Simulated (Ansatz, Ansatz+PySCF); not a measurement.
```xyz
3

N     0.0000    0.4616   -0.4173
H     0.0000    1.4066    0.2492
O     0.0000   -0.5797    0.3340
```

Basis set: def2-SVP (spherical functions). Left uncorrelated: 2 orbitals. Charge 0, multiplicity 1.

Computed with Ansatz (development build ahead of 0.2.0); the reference of a correlated method needn't be the lowest determinant of its kind. Restricted open shells among the atoms or ions are ROHF, correlated in semicanonical orbitals with singles.

Task: Give the atomization energy at this shape (free ground-state atoms in the same class of orbitals less the molecule, no zero-point energy) of singlet HNO by RHF-CCSD(T), UHF-CCSD(T), RHF-MP2, UHF-MP2, UHF, RHF.

Result:

| method | atomization energy |
| --- | --- |
| RHF-CCSD(T) | 7.71 eV |
| UHF-CCSD(T) | 7.65 eV |
| RHF-MP2 | 7.95 eV |
| UHF-MP2 | 6.70 eV |
| UHF | 3.07 eV |
| RHF | 2.81 eV |

Caution: the shape is not the minimum. Caution for RHF-CCSD(T), RHF-MP2, RHF: an unrestricted determinant lies well below. Caution for UHF-CCSD(T): a plain start can end on a higher determinant; the determinant is a saddle point. Caution for UHF-CCSD(T), UHF-MP2: another reference gives a lower total. Caution for UHF-CCSD(T), UHF-MP2, UHF: the unrestricted determinant is spin contaminated. Caution for UHF-MP2, UHF: the determinant breaks the point group.
